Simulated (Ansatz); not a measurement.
Basis sets compared for In₃O₈H₇, a hydroxylated oxide cluster. Charge 0, multiplicity 1. Geometry PBE-D4/def2-SVP. Ansatz on 4 threads of Arm Neoverse V2 on a shared host; times are rough, and most runs start from earlier orbitals.

```tsv
atom	x (Å)	y (Å)	z (Å)
In1	0.5494	0.8217	-1.3924
In2	-1.2533	1.0765	1.2881
In3	0.9806	-1.2379	0.7094
O4	1.7766	-2.9018	1.5221
O5	-2.4223	2.1894	2.4890
O6	-1.1469	-1.0597	1.6253
O7	2.3175	-0.4964	-0.9076
O8	-0.3987	-1.1668	-1.0820
O9	0.7659	0.8984	0.7838
O10	0.9434	1.8992	-3.0568
O11	-1.4957	1.5343	-0.8064
H12	1.1230	-3.2499	2.1610
H13	-2.6606	1.6436	3.2647
H14	-1.6436	-1.4699	0.8830
H15	2.5349	-1.1748	-1.5771
H16	-0.1459	-1.7899	-1.7914
H17	1.9125	2.0285	-3.0884
H18	-1.7367	2.4554	-1.0243
```

In the def2 sets In takes a core potential; there is no spin–orbit coupling.

Binding counts from free atoms (In doublet, O triplet, H doublet) in the same basis, without a counterpoise term.

```csv
level,functions,energy (Eh),HOMO (eV),LUMO (eV),binding per atom (eV),wall time
PBE-D4/def2-SVP,225,-1175.5557,-6.40,-3.03,3.65,4.1 s
PBE0-D4/def2-SVP,225,-1175.5268,-8.15,-2.21,3.47,8 s
```

Problem. Estimate the rows for PBE-D4/def2-TZVP, PBE0-D4/def2-TZVP (with forces).

Solution. 
| level | functions | energy (Eh) | HOMO (eV) | LUMO (eV) | binding per atom (eV) | wall time |
| --- | --- | --- | --- | --- | --- | --- |
| PBE-D4/def2-TZVP | 440 | -1176.3392 | -6.72 | -3.31 | 3.65 | 11 s |
| PBE0-D4/def2-TZVP (with forces) | 440 | -1176.3014 | -8.38 | -2.46 | 3.48 | 44 s |
